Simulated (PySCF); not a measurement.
Compound: C₂H₈O₂SiTe.
Structure used (PBE0-D3(BJ)/def2-SVP), in Å, numbered top down from 1:
```xyz
14
C2H8O2SiTe angstrom
C     -2.402   -0.032    0.934
O     -1.257    0.493    0.314
Si    -0.562   -0.095   -1.080
Te     1.630    1.137   -1.474
C      2.449    0.216    0.311
O      2.179    0.018   -2.847
H     -2.278   -1.100    1.192
H     -2.584    0.525    1.865
H     -3.298    0.067    0.295
H     -1.430    0.112   -2.277
H     -0.205   -1.540   -0.946
H      2.517   -0.859    0.096
H      3.448    0.630    0.495
H      1.784    0.411    1.164
```

Method used: PySCF, PBE0-D3(BJ)/def2-SVP geometry optimisation, gas phase, def2 core potentials past Kr.

Masses are those of the commonest isotopes; rigid-rotor values at the optimised geometry. The values belong to one conformer with, in the numbering `[CH3:1][O:2][SiH2:3][Te:4]([CH3:5])=[O:6]`, C1–O2–Si3–Te4 -173°, O2–Si3–Te4–C5 66°.

Q: What are A, B and C (GHz)?

A: Ia = 146.84, Ib = 617.04, Ic = 668.99 u·Å²; 505379 MHz·u·Å²/I gives 3442, 819.0 and 755.4 MHz, that is A = 3.4416, B = 0.8190, C = 0.7554 GHz.

Q: Classify the top.

A: A near-prolate asymmetric top. Ray's parameter κ = (2B − A − C)/(A − C) = -0.953; −1 is the prolate and +1 the oblate limit.

Q: Is it planar, by Δ = Ic − Ia − Ib?

A: Not planar: Δ = Ic − Ia − Ib = -94.89 u·Å². For a rigid frame Δ = −2 Σ m c², so Σ m c² = 47.45 u·Å² lies off the ab plane: 10.22 from hydrogen and 37.22 from heavier atoms. The atom farthest from that plane is 2.00 Å away.

Q: Give the other two planar moments, Paa and Pbb, and the rms extents of the mass along the axes.

A: Paa = Σ m a² = (Ib + Ic − Ia)/2 = 569.59 and Pbb = Σ m b² = (Ia + Ic − Ib)/2 = 99.40 u·Å². With the mass M = 221.94 u, the rms extents √(P/M) along a, b and c are 1.60, 0.67, 0.46 Å.

Q: Predict some low-J microwave lines.

A: The dipole components are |μa| = 3.84 D, |μb| = 2.66 D, |μc| = 1.31 D. Intensities carry the squares of the components, which stand as 1.00 : 0.48 : 0.12 (a : b : c). Some lines, for components of 0.1 D or more:

| type | branch | J(Ka,Kc) | MHz | lower level (cm⁻¹) |
| --- | --- | --- | --- | --- |
| b | R | 2(0,2) ← 1(1,1) | 525 | 0.140 |
| a | R | 1(0,1) ← 0(0,0) | 1574 | 0.000 |
| b | R | 3(0,3) ← 2(1,2) | 2159 | 0.243 |
| c | Q | 2(1,2) ← 2(0,2) | 2560 | 0.158 |
| b | Q | 2(1,1) ← 2(0,2) | 2751 | 0.158 |
| a | R | 2(0,2) ← 1(0,1) | 3148 | 0.053 |
| c | R | 1(1,0) ← 0(0,0) | 4261 | 0.000 |
| a | R | 3(1,3) ← 2(1,2) | 4627 | 0.243 |
| a | R | 3(0,3) ← 2(0,2) | 4719 | 0.158 |
| b | R | 2(1,2) ← 1(0,1) | 5708 | 0.053 |
| c | R | 2(1,1) ← 1(0,1) | 5899 | 0.053 |
| b | Q | 3(2,2) ← 3(1,3) | 8155 | 0.397 |
| b | R | 2(2,1) ← 1(1,0) | 11080 | 0.142 |
| b | R | 3(2,1) ← 2(1,2) | 12788 | 0.243 |
| c | Q | 3(3,1) ← 3(2,1) | 13267 | 0.669 |
| b | Q | 3(3,1) ← 3(2,2) | 13273 | 0.669 |
| c | R | 3(3,0) ← 2(2,0) | 17995 | 0.512 |
| b | R | 3(3,0) ← 2(2,1) | 17996 | 0.512 |

Q: Estimate the classical rotational partition function at 200 K, 298.15 K and 500 K.

A: Point group C1, symmetry number σ = 1; q = (√π/σ)·√((kT/h)³/(ABC)), k/h = 20836.6 MHz/K: 327000 at 200 K, 595000 at 298.15 K, 1290000 at 500 K.

PBE0-D3(BJ)/def2-SVP frequencies: not computed here. These are rigid-rotor constants of the computed structure; measured ground-state constants (B0) also hold zero-point vibration. A rigid rotor knows nothing of internal rotation, which can split or shift real lines.

On one thread, Arm Neoverse V2 (aarch64), no GPU, shared host, this took 92 s and 0.57 GiB of memory at its peak. That covers the optimisation of the geometry.
